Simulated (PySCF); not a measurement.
Ligands exchanged one at a time, B SH-H. Isolated molecules, 0 K electronic values unless said otherwise. One relaxed conformer stands for each flexible species; it need not be the lowest. Strings in code marks are SMILES.

Computed with PBE-D3(BJ)/def2-TZVP // CAM-B3LYP-D3(BJ)/def2-TZVP in PySCF. Excitations are Tamm–Dancoff values on a coarser integration grid. The basis has no diffuse functions, so Rydberg states are missing or too high.

```tsv
species	T1 excitation (TDA) (eV)	S1 excitation (TDA) (eV)
0 of 3 SH replaced by H	4.48	4.88
1 of 3 SH replaced by H (`SBS` (H–S–B–S torsion 0°, S–B–S–H torsion 0°))	4.30	5.57
2 of 3 SH replaced by H (`BS` (H–B–S–H torsion 0°))	4.41	5.83
3 of 3 SH replaced by H	–	–
```
